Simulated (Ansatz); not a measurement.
System: LaF₃ (charge 0, triplet). The spin state was set by rule; other spins were not relaxed. 
Coordinates optimised at B3LYP-D3(BJ)/def2-TZVP (Ansatz, a quantum-chemistry and plane-wave program):
```
La
F 1 2.2109
F 1 2.2109 2 99.51
F 1 2.2238 2 130.24 3 180.00
```
Charge 0, spin multiplicity 3.

Total electronic energies in hartree. Cores are frozen in the correlated levels unless marked. Open shells are spin-unrestricted. No spin-orbit coupling. The frozen core is the preceding noble-gas configuration, with the filled d and f shells of earlier blocks. Past Kr the def2 sets carry scalar-relativistic core potentials. CBS marks a two-point X^-3 extrapolation of the correlation energy; Hartree-Fock from the larger set. The program attaches cautions to a run behind CCSD/def2-SVPD: other roots. The program attaches cautions to a run behind CCSD(T)/def2-SVP: other roots.

The Hartree-Fock reference is unstable (checked in the largest basis), which strains HF and MP2. 

```csv
level,program,energy (Eh)
HF/def2-QZVPP,Ansatz,-329.64707
RI-HF/def2-TZVPPD,Ansatz,-329.63224
RI-HF/def2-QZVPP,Ansatz,-329.64702
RI-HF/def2-QZVPPD,Ansatz,-329.64741
BLYP-D3(BJ)/def2-TZVPD,Ansatz + dftd3,-331.27379
revPBE-D3(BJ)/def2-TZVPD,Ansatz + dftd3,-331.25247
revPBE/def2-TZVPD,Ansatz,-331.24925
r2SCAN/def2-TZVPD,Ansatz,-331.19145
PBE0-D3(BJ)/def2-TZVPD,Ansatz + dftd3,-330.98749
PBE0-D4/def2-TZVP,Ansatz + dftd4,-330.98485
PBE0/def2-TZVPD,Ansatz,-330.98607
BHLYP-D3(BJ)/def2-TZVPD,Ansatz + dftd3,-331.06154
CAM-B3LYP-D3(BJ)/def2-TZVPD,Ansatz + dftd3,-331.16801
CAM-B3LYP-D4/def2-TZVPD,Ansatz + dftd4,-331.16866
LC-wPBE-D3(BJ)/def2-TZVPD,Ansatz + dftd3,-331.11278
LC-wPBE-D4/def2-TZVPD,Ansatz + dftd4,-331.11390
LC-wPBE/def2-TZVPD,Ansatz,-331.11104
B2GP-PLYP/def2-TZVPD,Ansatz,-330.86225
PBE-QIDH/def2-TZVPD,Ansatz,-330.77657
"RI-MP2/CBS(def2-TZVPP,def2-QZVPP)",Ansatz,-330.5443
CCSD/def2-SVPD,Ansatz,-329.88315
CCSD(T)/def2-SVP,Ansatz,-329.84766
```

Totals of different functionals don't rank their quality; only differences between species are comparable.
